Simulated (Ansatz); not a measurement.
Cartesian coordinates in Å:
```
C -1.899 -0.563 0.666
Sn 0.058 0.081 0.051
C 0.001 0.902 -1.923
C 1.474 -1.510 0.240
N 0.794 1.582 1.225
H -2.601 0.271 0.620
H -2.260 -1.360 0.014
H -1.868 -0.937 1.690
H 0.993 1.262 -2.198
H -0.315 0.147 -2.643
H -0.700 1.737 -1.966
H 2.464 -1.157 -0.050
H 1.196 -2.349 -0.399
H 1.516 -1.860 1.273
H 0.239 2.429 1.205
H 0.909 1.325 2.197
```

Total charge 0; spin multiplicity 1. Sn takes the def2 core potential.

(1) List the r2SCAN/def2-TZVPP orbital energies in eV (Ansatz 0.2.0). (An estimate is asked.)

## Answers

(1) Computed: Occupied: -384.23, -272.62, -272.62, -272.60, -136.25, -91.09, -91.06, -91.05, -25.68, -25.55, -25.53, -25.42, -25.42, -20.98, -17.94, -17.44, -17.42, -11.57, -11.42, -10.22, -10.09, -10.06, -9.87, -9.87, -9.78, -8.12, -6.96, -6.89, -5.60. Lowest empty: 0.14, 0.76, 1.16, 1.43, 1.95, 2.49, 2.54, 2.75.
